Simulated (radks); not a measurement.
The osmium ion Os31+, configuration [Kr] 4d9. Calculated with a radial shooting solver on a logarithmic mesh with Libxc functionals: scalar-relativistic Kohn-Sham, r2SCAN, spin-polarised, spherical densities, finite nucleus; open shells are filled with parallel spins first (spin-orbit coupling, left out, can overturn this in heavy ions); meta-GGA in the generalised Kohn-Sham scheme; Fermi nuclear charge, rms radius 5.4126 fm.

X-ray form factor f0, the Fourier transform of the density (f0(0) = 45):

sin(theta)/lambda (1/angstrom),f0 (electrons)
0.05,44.923
0.1,44.693
0.15,44.314
0.2,43.792
0.25,43.136
0.3,42.356
0.4,40.474
0.5,38.258
0.6,35.829
0.8,30.799
1,26.165
1.25,21.560
1.5,18.341
2,14.484
